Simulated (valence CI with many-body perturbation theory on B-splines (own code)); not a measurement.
Values are calculated unless marked as measured or tabulated.
# Lu38+: what the settings do

Level of theory: valence CI with perturbative core correlation (CI+MBPT): five valence electrons over a frozen Dirac-Fock core [Ar] 3d10, a basis of 6 s, 6 p, 5 d, 3 f, 1 g functions for each j, with the one-electron correlation potential Σ1, the two-electron term Σ2, the three-electron term Σ3, Breit, model QED; selected CI, second order for the rest (own B-spline code, finite nucleus).

No measured spectrum was set against this ion. As an estimate, large intervals hold to a few tenths of a per cent, small ones and those within an open d or f shell to about a per cent. Among the levels kept, up to 400 cm⁻¹ of a level comes from second order outside the variational space, and about a tenth of that is noise between levels of different J, which matters for small intervals.

The reference run has the lowest level (4s^2 4p1/2^2 4p3/2) J=3/2 and an ionisation energy of 1748.90 eV. Its largest variational space holds 10000 state functions.

Levels are named by their leading jj configuration (3d3/2^4 stands for four electrons in 3d with j = 3/2), which in mixed levels can hold well under half, so a name can repeat and another be missing. Letters in brackets count levels of one name in rising energy.

Changed runs:
A. natural orbitals for correlation on → off
B. factor on the speed of light 1 → 10; QED terms on → off
C. lowest core n in screening and Σ2 1 → 1
D. start configuration 4s2 4p3 → 4s5 (bad on purpose)

Excitation energies of the reference run in cm⁻¹, and shifts in cm⁻¹:

| Level | Reference | A | C |
| --- | --- | --- | --- |
| (4s^2 4p1/2 4p3/2^2) J=3/2 | 567605 | -341 | 0 |
| (4s^2 4p1/2 4p3/2^2) J=5/2 | 609172 | +26 | 0 |
| (4s^2 4p1/2 4p3/2^2) J=1/2 | 661250 | +347 | 0 |
| (4s^2 4p1/2^2 4d3/2) J=3/2 | 1152920 | +114 | 0 |
| (4s^2 4p3/2^3) J=3/2 | 1236200 | +47 | 0 |
| (4s 4p1/2^2 4p3/2^2) J=5/2 | 1259890 | -533 | 0 |
| (4s^2 4p1/2^2 4d5/2) J=5/2 | 1370820 | +303 | 0 |
| (4s 4p1/2^2 4p3/2^2) J=1/2 | 1409570 | +120 | 0 |
| (4s 4p1/2^2 4p3/2^2) J=3/2 | 1427800 | +86 | 0 |
| (4s^2 4p1/2 4p3/2 4d3/2) J=3/2 [a] | 1719100 | -345 | 0 |
| (4s^2 4p1/2 4p3/2 4d3/2) J=5/2 [a] | 1719360 | -199 | 0 |
| (4s^2 4p1/2 4p3/2 4d3/2) J=1/2 [a] | 1722670 | -390 | 0 |
| Ionisation energy (eV) | 1748.90 | -0.17 | 0 |

No effect on these energies: C.

Run B ends with another lowest level, (4s^2 4p1/2 4p3/2^2) J=3/2, and an ionisation energy of 1737.92 eV.

Run D: It gave no result: a shell was given more electrons than it holds. The program said: "a valence shell holds more than 4l+2 electrons".
